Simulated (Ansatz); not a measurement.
Ideal-gas functions of `N#[C][SnH2][F]` at 600 K and 1 bar, from an Ansatz frequency run at PBE0-D4/def2-TZVP.

Molar mass 165.74 g/mol, point group Cs (symmetry number 1), electronic degeneracy 1, moments of inertia 57.279, 194.437, 243.109 u Å². Harmonic wavenumbers (cm⁻¹, unscaled): 113, 209, 282, 429, 466, 521, 623, 654, 679, 2011, 2024, 2325.

Use S(trans) = R[1.5 ln M + 2.5 ln T − 1.1517]; rotational temperatures θ = 24.2544 K / I; S(rot) = R[ln(√π/σ · √(T³/θAθBθC)) + 1.5]; for each mode x = 1.438777 ν̃/T, S = R[x/(eˣ − 1) − ln(1 − e⁻ˣ)] and H = RT x/(eˣ − 1); 1 cm⁻¹ = 0.0119627 kJ/mol; R = 8.31446 J/(mol·K).

Task: By hand: the entropy, in J/(mol·K).

Result: Translation 187.1. Rotation: θ = 0.4234, 0.1247, 0.0998 K, giving 118.8. Vibration, mode by mode: 19.20, 14.14, 11.72, 8.44, 7.81, 6.98, 5.71, 5.38, 5.12, 0.39, 0.38, 0.21, in all 85.5. Electronic 0.0. Sum 391.4 J/(mol·K).

Task: By hand: H − E and G − E in kJ/mol, counted from the electronic energy.

Result: Zero-point energy ½ × 10336 × 0.0119627 = 61.8; thermal vibration 26.4; translation, rotation and pV give 4 RT = 20.0. H − E = 108.2 kJ/mol, and G − E = 108.2 − 600 × 391.4/1000 = -126.6 kJ/mol.

Vibration gives 22 % of the entropy, 19.2 J/(mol·K) of it from the mode under 150 cm⁻¹: soft modes count most, and the harmonic formula is weakest for them.
